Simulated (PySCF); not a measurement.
Bond length, frequency and bond energy of ZrCl⁺ by level of theory

State: ³Δ (triplet), unpaired electrons σ ↑, δ ↑. Set-up: Zr def2-TZVPPD with ECP28, Cl def2-TZVPPD; scalar-relativistic core potentials (PySCF 2.14). De refers to Zr⁺ (4d2 5s1) + Cl in their high-spin ground configurations, without counterpoise correction. The functionals are run spin-unrestricted. A positive dipole points towards Cl; it is taken about the centre of mass and depends on that origin.

```tsv
Level	Re (Å)	ωe (cm⁻¹)	De (eV)	μ (D)	CPU s a point (SCF and correlation, without the integrals)
UHF	2.288	431	n/a	-7.19	6.3
UHF-MP2	2.222	484	n/a	n/a	9.7
UHF-SCS-MP2	2.237	470	n/a	n/a	n/a
UHF-CCSD	2.245	464	4.39	n/a	n/a
UHF-CCSD(T)	2.242	467	4.62	n/a	360
PBE	2.233	460	n/a	-4.57	3.2
TPSS	2.244	456	n/a	-4.99	4.7
r²SCAN	2.235	465	n/a	-5.06	6.9
TPSSh	2.241	459	n/a	-5.22	6.3
PBE0	2.228	467	n/a	-5.23	6.3
r²SCAN0	2.231	468	n/a	-5.52	6.5
M06	2.235	461	n/a	-5.51	6.4
BHandHLYP	2.248	456	n/a	-5.97	4.1
ωB97M-V	2.240	460	n/a	-5.72	17
```

The bond length runs from 2.222 Å (UHF-MP2) to 2.288 Å (UHF).

Correlated steps freeze 5 core orbitals. De is left out where the level can put another filling of the metal’s s and d shells below the measured ground configuration, by anything from nothing to about 1 eV. Spin–orbit coupling is left out, which matters for elements this heavy, above all for dissociation energies. For an ion De counts to the pair picked by the measured ionisation energies or electron affinities, which need not be the lowest pair at this level. The state is the lowest single determinant that the PBE0 search found; with open d or f shells the true ground state can be another one.

The whole job (state search and all levels along the bond) took about 35 min on 2 threads of Arm Neoverse N1 (shared host), peak memory 6.5 GiB.
